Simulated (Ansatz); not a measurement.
`C[CH2][AlH][OH]` + H₂ → `C[CH2][AlH2]` + H₂O at 500 K and 1 bar (hydrogenolysis of the Al–O bond).

Program: Ansatz. Geometries: PBE0-D4/def2-TZVP. ΔE: electronic, gas phase. CCSD(T)/CBS is the MP2 limit (def2-TZVPP, def2-QZVPP) plus CCSD(T) − MP2 in def2-TZVPP, frozen cores. This one scheme is used for every species. Each species was taken in one conformer, which may not be the lowest.

| species | CCSD(T)/CBS energy (Eh) | H − E (kJ/mol) | S (J/(mol·K)) |
| --- | --- | --- | --- |
| `C[CH2][AlH][OH]` | -397.56357 | 268.2 | 396.8 |
| H₂ | -1.17544 | 41.0 | 145.5 |
| `C[CH2][AlH2]` | -322.31200 | 241.1 | 361.4 |
| H₂O | -76.37941 | 73.2 | 206.3 |

H − E and S are ideal-gas, rigid-rotor, harmonic terms from PBE0-D4/def2-TZVP, for one conformer and one mirror image of each species. The MP2-based limit puts H₂ 0.8 mEh under its directly extrapolated value; such offsets cancel only in part. 1 Eh = 2625.50 kJ/mol, R = 8.31446 J/(mol·K).

Question: By hand: ΔE, ΔH, ΔS and ΔG.

Answer: ΔE = (-322.31200) + (-76.37941) − (-397.56357) − (-1.17544) = 0.04760 Eh = 125.0 kJ/mol. Δ(H − E) = 241.1 + 73.2 − 268.2 − 41.0 = 5.1, so ΔH = 130.1 kJ/mol. ΔS = 361.4 + 206.3 − 396.8 − 145.5 = 25.4 J/(mol·K). ΔG = 130.1 − 500 × (25.4)/1000 = 117.4 kJ/mol.

Question: By hand: the equilibrium constant, and the temperature at which ΔG would vanish if ΔH and ΔS stayed fixed.

Answer: log₁₀ K = −ΔG/(RT ln 10) = -12.3. ΔG = 0 at ΔH/ΔS = 5122 K, far beyond where these terms or the molecules hold.

ΔH outweighs TΔS. A doubt of 5 kJ/mol in ΔE shifts log₁₀ K by 0.5 here. Other conformers and mirror images would add mixing entropy, several J/(mol·K) or more a flexible species. These are equilibria of isolated gas molecules and say nothing of rates. Largest T1 diagnostic: 0.011 (customary marks: 0.02 for closed shells, 0.045 for open ones).
